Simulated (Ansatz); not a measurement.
Reactions of CH5BO2, SMILES `COBO`.

Computed with Ansatz on PBE0-D4/def2-TZVP structures; ΔE is electronic, products minus reactants. CCSD(T)/CBS adds triple-zeta CCSD(T) − MP2 to the extrapolated MP2 energy (def2 sets, frozen cores). This one scheme is used for every species. Elements past krypton have def2 core potentials. For Te outer-core shells are correlated without core-valence functions, which leaves a few kJ/mol of doubt a bond. One conformer a species, not always the lowest.

| reaction | HF/CBS(def2) (kcal/mol) | CCSD(T)/CBS(def2) (kcal/mol) |
| --- | --- | --- |
| `COBO` + `[TeH][Al]1[CH2][O]1` → `OB[TeH]` + `C[O][Al]1[CH2][O]1` | 21.9 | 21.2 |
| `COBO` + `C=C(N)S` → `C=C(N)SBO` + CH₃OH | 18.2 | 11.1 |
| `COBO` + `N[SiH](N)[SiH3]` → `CN[SiH](N)[SiH3]` + `OBO` | -1.1 | -3.2 |
| `COBO` + `CCS` → `CC(S)BO` + CH₃OH | 38.6 | 32.6 |
| `COBO` + `OCF` → `OBOCF` + CH₃OH | 2.1 | 2.5 |
| `COBO` + `O[SiH2][SiH3]` → `OBO[SiH2][SiH3]` + CH₃OH | -0.5 | -0.2 |
| `COBO` + `BCS` → `OBS` + `BCOC` | 23.3 | 22.3 |

Largest T1 diagnostic: 0.014, for `[TeH][Al]1[CH2][O]1`.
